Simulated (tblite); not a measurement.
Compound: C8H15P.
Cartesian coordinates in Å at the GFN2-xTB level; atoms count from 1:
```xyz
24
C8H15P angstrom
C      4.1246    0.1145   -1.1623
C      3.1792   -0.6223   -0.5983
C      1.9870   -0.0755    0.0487
C      1.3130   -0.8589    1.1483
P      0.3293   -0.8246   -0.4050
C     -0.7363    0.6847   -0.0893
C     -2.2140    0.3349    0.1037
C     -2.7752   -0.3435   -1.1415
C     -2.4001   -0.5547    1.3280
H      4.9831   -0.3263   -1.6377
H      4.0729    1.1910   -1.1686
H      3.2505   -1.7029   -0.6070
H      1.9884    1.0063    0.1481
H      0.9499   -0.3121    2.0087
H      1.7639   -1.8096    1.4042
H     -0.6342    1.3380   -0.9623
H     -0.3618    1.2239    0.7853
H     -2.7617    1.2726    0.2660
H     -2.2610   -1.2879   -1.3141
H     -2.6379    0.2867   -2.0174
H     -3.8374   -0.5448   -1.0239
H     -2.0293   -0.0597    2.2232
H     -1.8526   -1.4873    1.1949
H     -3.4517   -0.7893    1.4761
```

Computed with GFN2-xTB (tblite): harmonic, unscaled wavenumbers at the GFN2-xTB geometry, gas phase. Against measured fundamentals such values can be off by several per cent, at times by over 20. One conformer, not necessarily the lowest.

Harmonic wavenumbers (cm⁻¹): 32.1, 71.7, 95.2, 99.7, 178.5, 204.7, 220.4, 241.1, 258.6, 323.4, 379.1, 380.7, 435.4, 506.1, 602.1, 692.0, 704.2, 733.9, 779.7, 857.2, 866.7, 872.3, 881.6, 934.4, 947.5, 988.1, 989.8, 997.6, 1006.7, 1020.5, 1067.4, 1091.0, 1130.4, 1193.0, 1196.4, 1210.0, 1243.4, 1249.3, 1315.8, 1321.5, 1332.5, 1405.4, 1410.5, 1417.0, 1421.0, 1442.4, 1488.7, 1493.4, 1499.0, 1504.8, 1689.5, 2898.8, 2930.2, 2939.9, 2999.0, 3008.4, 3017.5, 3026.2, 3031.3, 3035.7, 3038.1, 3040.8, 3048.3, 3056.2, 3100.6, 3131.9.

A = 3420, B = 643.0, C = 603.0 MHz; mass 142.091 u (most abundant isotopes); point group C1, symmetry number 1.

Question: Zero-point energy?

Answer: ½Σν̃ = 45363 cm⁻¹ = 542.66 kJ/mol.

Question: Give the ideal-gas entropy at 273.15 K and 1 bar in the rigid-rotor, harmonic-oscillator model (classical rotation).

Answer: Translation 168.85, rotation 123.90, vibration 133.76: S = 426.5 J/(mol K).

Question: And Cp and H(273.15 K) − H(0)?

Answer: Cp = 171.88 J/(mol K), of which vibrations give 138.62 (their classical limit is 66 R = 548.8); H(273.15 K) − H(0) = 28.22 kJ/mol without the zero-point energy, 19.13 from vibrations.

Question: What must be added to the electronic energy to get the Gibbs energy at 273.15 K and 1 bar?

Answer: ZPE + [H(273.15 K) − H(0)] − T·S = 542.66 + 28.22 − 116.50 = 454.38 kJ/mol.

Question: Blend soft modes into free rotors: weight 1/[1 + (100 cm⁻¹/ν̃)⁴] for the oscillator and the rest for a rotor with moment μB/(μ + B), μ = h/(8π²ν), B = 10⁻⁴⁴ kg m². What vibrational entropy results?

Answer: 122.06 J/(mol K) in place of 133.76, which changes −T·S at 273.15 K by +3.20 kJ/mol.

Question: Which modes carry the vibrational entropy at 273.15 K?

Answer: 32.1 cm⁻¹: 23.10; 71.7 cm⁻¹: 16.46; 95.2 cm⁻¹: 14.14; 99.7 cm⁻¹: 13.76; 178.5 cm⁻¹: 9.13; 204.7 cm⁻¹: 8.08 J/(mol K); the other 60 give 49.09 together.

Question: How do the functions run with temperature in this model?

Answer: 
| T (K) | S (J/(mol K)) | Cp (J/(mol K)) | H − H(0) (kJ/mol) | G − H(0) (kJ/mol) | ln q(vib) |
| --- | --- | --- | --- | --- | --- |
| 150 | 344.0 | 111.4 | 10.89 | -40.71 | 3.83 |
| 250 | 411.8 | 159.7 | 24.38 | -78.58 | 6.95 |
| 298.15 | 442.1 | 185.3 | 32.68 | -99.14 | 8.43 |
| 400 | 504.2 | 238.8 | 54.32 | -147.35 | 11.57 |
| 600 | 618.0 | 323.2 | 111.04 | -259.77 | 17.71 |
| 900 | 766.0 | 405.5 | 221.35 | -468.03 | 26.57 |

q(vib) and H(0) count from the zero-point level.

Hindered rotation and anharmonicity are outside this model. Other conformers, if any are populated, would add a mixing term that is left out. The structure is chiral; the term R ln 2 for an equal mix with its mirror image is left out.
